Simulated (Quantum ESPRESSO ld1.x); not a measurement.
Problem. All-electron atom: Pt+ in [Xe] 4f14 5d8 7p1 (not the ground configuration). Calculated with ld1.x of Quantum ESPRESSO 7.5: scalar-relativistic Kohn-Sham, LDA (Slater exchange, Perdew-Wang correlation), spin-polarised, spherical densities, point nucleus; open shells are filled with parallel spins first. Some entries of the table are withheld. Estimate them.

orbital,occ.,eigenvalue (Ry),<r^2> (bohr^2)
1s up,1,-5761.75,0.0004064
1s down,1,-5761.75,0.0004064
2s up,1,-1013.31,0.006206
2s down,1,-1013.30,0.006206
2p up,3,-878.601,0.005204
2p down,3,-878.593,0.005204
3s up,1,-238.942,0.04009
3s down,1,-238.937,0.04009
3p up,3,-199.725,0.04110
3p down,3,-199.720,0.04110
3d up,5,-157.150,0.03403
3d down,5,-157.142,0.03403
4s up,1,-52.2755,0.1947
4s down,1,-52.2650,0.1947
4p up,3,-39.4115,0.2223
4p down,3,-39.4010,0.2223
4d up,5,-23.7944,0.2538
4d down,5,-23.7819,0.2537
5s up,1,-8.77889,1.015
5s down,1,-8.71080,1.011
4f up,7,-6.43053,0.3251
4f down,7,-6.41267,0.3237
5p up,3,-5.40136,1.369
5p down,3,-5.31981,1.364
5d up,5,(1),2.842
5d down,3,(2),2.885
7p up,1,(3),62.36
7p down,0,(4),67.07

Solution. 
(1) 5d up eigenvalue (Ry): -1.65997
(2) 5d down eigenvalue (Ry): -1.57097
(3) 7p up eigenvalue (Ry): -0.31380
(4) 7p down eigenvalue (Ry): -0.27719
